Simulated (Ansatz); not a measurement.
```yaml
crystal:
  periodic: [false, false, false]
  atoms:
    - {symbol: F, position_ang: [-1.194804, 1.363360, 1.211602]}
    - {symbol: B, position_ang: [-0.336945, 0.571577, 1.028057]}
    - {symbol: O, position_ang: [-0.972882, -0.566262, -0.178024]}
    - {symbol: B, position_ang: [0.346248, -0.328312, -0.872359]}
    - {symbol: F, position_ang: [-0.116963, -0.148039, -2.229097]}
    - {symbol: O, position_ang: [0.679250, 0.841110, -0.295482]}
    - {symbol: H, position_ang: [0.146742, 0.032628, 1.913334]}
    - {symbol: H, position_ang: [-1.157813, -1.482050, 0.372443]}
    - {symbol: H, position_ang: [1.098799, -1.158602, -0.898992]}
    - {symbol: H, position_ang: [1.520874, 0.918353, 0.097093]}
basis:
  gaussian: {orbitals: 6-31G, nuclear_model: gaussian}
hamiltonian: {xc: {name: HF}}
correlation: {method: mp2}
output: {forces: true}
```

```sh
$ ansatz run in.yaml --threads 4 --pin off --events-out ev --progress --plain --max-ram 10444MiB
```

Output, abridged:

```
Functional definition: HF
680 factors; integrals over basis functions are off by at most 2.1e-4 eV
mean field evaluation 1: about -10887.5043 eV, gradient 4.4e1 eV
mean field evaluation 2: about -10887.5126 eV, gradient 4.4e1 eV
mean field evaluation 4: about -10891.7394 eV, gradient 3.1e0 eV
mean field evaluation 8: about -10891.7749 eV, gradient 6.1e-2 eV
mean field -10891.77490041 eV, -400.2653448799 hartree, gradient 2.9e-6 eV, S^2 0.000000; 0 other end points of the search recorded, 0 dependent functions left out
6 core orbitals not correlated: weight in the atoms' cores, before any rotation towards them, 1.000 or more for the frozen orbitals, at most 0.000 for the correlated occupied ones
reference -10891.77490041 eV, -400.2653448799 hartree; 18, 18 occupied and 38, 38 virtual orbitals, 680 factors
second order -16.39569977 eV of doubles, -0.00000000 eV of singles
mean field evaluation 16: about -10891.7749 eV, gradient 2.9e-6 eV
Total energy: -10908.17060018 eV, -400.8678757331 hartree
Atom 0 at    -1.194804     1.363360     1.211602 Å, force    -8.954296     9.385440     2.216155 eV/Å
Atom 1 at    -0.336945     0.571577     1.028057 Å, force     6.143856    -8.144156    -3.942624 eV/Å
Atom 2 at    -0.972882    -0.566262    -0.178024 Å, force    -0.964796    -3.072097     5.110852 eV/Å
Atom 3 at     0.346248    -0.328312    -0.872359 Å, force    -2.826566    -4.408902    -6.407102 eV/Å
Atom 4 at    -0.116963    -0.148039    -2.229097 Å, force     0.427025     0.357148    -0.739826 eV/Å
Atom 5 at     0.679250     0.841110    -0.295482 Å, force    -0.173929     5.062740     4.358984 eV/Å
Atom 6 at     0.146742     0.032628     1.913334 Å, force     1.272621    -0.697872     0.766135 eV/Å
Atom 7 at    -1.157813    -1.482050     0.372443 Å, force     0.515306     2.649533    -2.323807 eV/Å
Atom 8 at     1.098799    -1.158602    -0.898992 Å, force     1.807622    -1.853237     0.778848 eV/Å
Atom 9 at     1.520874     0.918353     0.097093 Å, force     2.753156     0.721404     0.182385 eV/Å
Dipole moment:     0.525202    -0.195836     1.109580 e Å
```

Hardware: 4 threads of an Arm Neoverse V2 on a shared host. Wall time 0.45 s, peak host memory 0.46 GiB.
